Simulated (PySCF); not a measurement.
Compound: C5H13N2 (doublet state).
Numbering: `[CH2:1][CH2:2][CH2:3][NH:4][CH2:5][CH2:6][NH2:7]` (hydrogens: H8, H9 on C1; H10, H11 on C2; H12, H13 on C3; H14 on N4; H15, H16 on C5; H17, H18 on C6; H19, H20 on N7)

Cartesian coordinates in Å at the GFN2-xTB level; atoms count from 1:
```
atom  x, y, z in Å
C1    -2.3262    0.8718    0.6725
C2    -2.3773   -0.0520   -0.4723
C3    -0.9925   -0.2297   -1.1166
N4    -0.1307   -0.9177   -0.1765
C5     1.2340   -1.1074   -0.6134
C6     2.0896    0.1716   -0.6075
N7     2.0304    0.7756    0.7147
H8    -1.8000    1.8032    0.5856
H9    -2.8196    0.6470    1.5964
H10   -3.0518    0.3332   -1.2529
H11   -2.7524   -1.0276   -0.1602
H12   -1.0718   -0.8499   -2.0158
H13   -0.6147    0.7615   -1.4151
H14   -0.1225   -0.3927    0.6959
H15    1.6909   -1.8372    0.0641
H16    1.2244   -1.5356   -1.6195
H17    3.1124   -0.0837   -0.9335
H18    1.6828    0.8947   -1.3197
H19    2.4307    0.1454    1.4029
H20    2.5591    1.6401    0.7389
```

The hyperfine couplings belong to this conformer and change with its torsions.

Level of theory: UKS B3LYP, pcH-1 on C H N, non-relativistic, mean-field spin-orbit, GIAO in PySCF 2.14.0. Isolated species at its GFN2-xTB geometry (one conformer only). A GFN2-xTB geometry isn't a minimum of the functional, and hyperfine couplings can be far from their values at a DFT geometry. Stability of the SCF solution: not tested.

Principal values of hyperfine tensors in MHz (contact and dipolar terms together), for some of the nuclei:

```json
{"atom": "H10", "isotope": "1H", "A1": "144.38", "A2": "146.77", "A3": "159.26"}
{"atom": "C1", "isotope": "13C", "A1": "6.26", "A2": "6.99", "A3": "248.24"}
{"atom": "H9", "isotope": "1H", "A1": "-103.88", "A2": "-64.19", "A3": "-25.21"}
{"atom": "H8", "isotope": "1H", "A1": "-101.48", "A2": "-62.71", "A3": "-23.35"}
{"atom": "C2", "isotope": "13C", "A1": "-36.25", "A2": "-33.29", "A3": "-32.07"}
{"atom": "H11", "isotope": "1H", "A1": "8.68", "A2": "9.63", "A3": "22.78"}
{"atom": "H16", "isotope": "1H", "A1": "2.92", "A2": "3.11", "A3": "5.35"}
{"atom": "H13", "isotope": "1H", "A1": "-6.78", "A2": "-5.81", "A3": "3.10"}
```

Task: Split each tensor into its isotropic and traceless parts, and turn a_iso into mT with g = 2.0027.

Result: a_iso is a third of the trace, T = A − a_iso, and a(mT) = a(MHz)/(g × 13.996).

```tsv
atom	a_iso (MHz)	a_iso (mT)	T1	T2	T3
H10	150.14	5.356	-5.75	-3.37	9.13
C1	87.16	3.110	-80.91	-80.17	161.08
H9	-64.43	-2.298	-39.45	0.24	39.21
H8	-62.51	-2.230	-38.97	-0.20	39.16
C2	-33.87	-1.208	-2.38	0.58	1.80
H11	13.70	0.489	-5.02	-4.07	9.09
H16	3.79	0.135	-0.87	-0.68	1.56
H13	-3.16	-0.113	-3.61	-2.65	6.26
```

Task: What spin density at the nucleus of H8 lies behind its contact coupling (g_N = 5.58569)?

Result: a_FC = 800.24 MHz bohr³ × g_N × ρ(0)/(2S). With a_FC = -62.51 MHz and 2S = 1, ρ(0) = -0.01399 bohr⁻³. In magnitude that is 4.4 % of the 1/π = 0.318 of a free hydrogen atom.

Task: C3 (13C, g_N = 1.40482) isn't in the table. Its spin density at the nucleus is 0.03784 bohr⁻³. What is its contact coupling?

Result: By the same relation, a_FC = 42.5 MHz. Its full tensor has the principal values 38.51, 39.36, 49.75 MHz.

Task: Which nucleus of the table has the largest anisotropic coupling, and what is its form?

Result: C1: -80.9, -80.2, 161.1 MHz, axial, in the ratio −1:−1:+2, the form that spin in one p orbital centred on that nucleus gives.

Task: In a single crystal, with the field along each principal axis of the tensor of C1 in turn, what first-order splitting does this nucleus give (isotropic g, quadrupole terms neglected)?

Result: 2 lines (I = 1/2), spaced by |A_i|/(g × 13.996): 0.22, 0.25, 8.86 mT along the axes of A1, A2 and A3.
